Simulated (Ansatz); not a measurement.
Relaxation of C2H9AlN2O2 (16 atoms, charge 0, multiplicity 1), to a largest force component of 0.015 eV/Å in at most 40 steps.

Theory: RKS LDA/def2-SVP (Ansatz 0.2.0).

```xyz
16
Properties=species:S:1:pos:R:3:forces:R:3
C 0.961 0.302 1.518 -1.68 3.16 -1.85
N 0.744 0.054 0.072 0.84 -1.19 0.36
Al 1.237 -1.786 -0.286 0.18 1.62 0.38
C -0.532 0.408 -0.432 -1.67 0.37 -0.58
N -0.638 0.197 -1.900 0.00 -1.51 1.31
O -0.888 1.768 -0.148 0.67 -1.14 0.44
O -1.552 -0.438 0.165 -0.31 0.99 0.98
H 0.307 -0.292 2.125 -0.86 -0.90 1.05
H 0.678 1.426 1.767 0.41 -1.62 -0.46
H 1.974 0.196 1.827 1.59 -0.39 0.22
H 0.225 -2.794 -0.934 -0.22 -0.20 -0.28
H 2.746 -2.286 0.157 -0.55 0.34 -0.05
H 0.299 -0.113 -2.217 -0.15 0.39 -0.15
H -1.280 -0.632 -2.086 0.58 1.00 0.41
H -1.831 1.905 -0.405 0.60 -0.37 -0.15
H -1.790 -0.037 1.074 0.59 -0.55 -1.65
```

Task: Where does it end, and by what steps?

Result: It converged. After 22 steps the energy has fallen by 1.163 eV; H11 moved furthest, 1.71 Å.

```json
{"step": "0", "energy less start (eV)": "0.0000", "largest force component (eV/Å)": "3.162", "accepted": "yes"}
{"step": "1", "energy less start (eV)": "-0.6356", "largest force component (eV/Å)": "1.182", "accepted": "yes"}
{"step": "2", "energy less start (eV)": "-0.8803", "largest force component (eV/Å)": "0.875", "accepted": "yes"}
{"step": "3", "energy less start (eV)": "-0.9865", "largest force component (eV/Å)": "0.418", "accepted": "yes"}
{"step": "4", "energy less start (eV)": "-1.0548", "largest force component (eV/Å)": "0.193", "accepted": "yes"}
{"step": "5", "energy less start (eV)": "-1.0898", "largest force component (eV/Å)": "0.316", "accepted": "yes"}
{"step": "6", "energy less start (eV)": "-1.1004", "largest force component (eV/Å)": "0.085", "accepted": "yes"}
{"step": "7", "energy less start (eV)": "-1.1014", "largest force component (eV/Å)": "0.099", "accepted": "yes"}
{"step": "8", "energy less start (eV)": "-1.1136", "largest force component (eV/Å)": "0.121", "accepted": "yes"}
{"step": "9", "energy less start (eV)": "-1.1208", "largest force component (eV/Å)": "0.451", "accepted": "yes"}
{"step": "10", "energy less start (eV)": "-1.1276", "largest force component (eV/Å)": "0.254", "accepted": "yes"}
{"step": "11", "energy less start (eV)": "-1.1350", "largest force component (eV/Å)": "0.084", "accepted": "yes"}
{"step": "12", "energy less start (eV)": "-1.1446", "largest force component (eV/Å)": "0.435", "accepted": "yes"}
{"step": "13", "energy less start (eV)": "-1.1509", "largest force component (eV/Å)": "0.302", "accepted": "yes"}
{"step": "14", "energy less start (eV)": "-1.1407", "largest force component (eV/Å)": "0.310", "accepted": "no"}
{"step": "15", "energy less start (eV)": "-1.1578", "largest force component (eV/Å)": "0.114", "accepted": "yes"}
{"step": "16", "energy less start (eV)": "-1.1472", "largest force component (eV/Å)": "0.420", "accepted": "no"}
{"step": "17", "energy less start (eV)": "-1.1612", "largest force component (eV/Å)": "0.035", "accepted": "yes"}
{"step": "18", "energy less start (eV)": "-1.1619", "largest force component (eV/Å)": "0.099", "accepted": "yes"}
{"step": "19", "energy less start (eV)": "-1.1608", "largest force component (eV/Å)": "0.244", "accepted": "no"}
{"step": "20", "energy less start (eV)": "-1.1627", "largest force component (eV/Å)": "0.027", "accepted": "yes"}
{"step": "21", "energy less start (eV)": "-1.1628", "largest force component (eV/Å)": "0.021", "accepted": "yes"}
{"step": "22", "energy less start (eV)": "-1.1629", "largest force component (eV/Å)": "0.008", "accepted": "yes"}
```

```xyz
16
Properties=species:S:1:pos:R:3
C 0.861 0.170 1.592
N 0.531 -0.317 0.274
Al 1.554 -1.538 -0.533
C -0.705 0.228 -0.216
N -1.014 -0.165 -1.555
O -0.643 1.629 -0.165
O -1.749 -0.190 0.614
H 0.036 -0.056 2.307
H 1.005 1.275 1.579
H 1.793 -0.305 1.964
H 1.235 -1.973 -2.041
H 2.804 -2.056 0.313
H -0.182 -0.378 -2.123
H -1.653 -0.968 -1.549
H -1.013 1.885 -1.036
H -2.199 0.639 0.870
```

Whether the end is a true minimum wasn't checked by a vibrational analysis.

Time of the run: 77 s on 2 threads of Arm Neoverse V1 (shared host), peak memory 0.2 GiB.
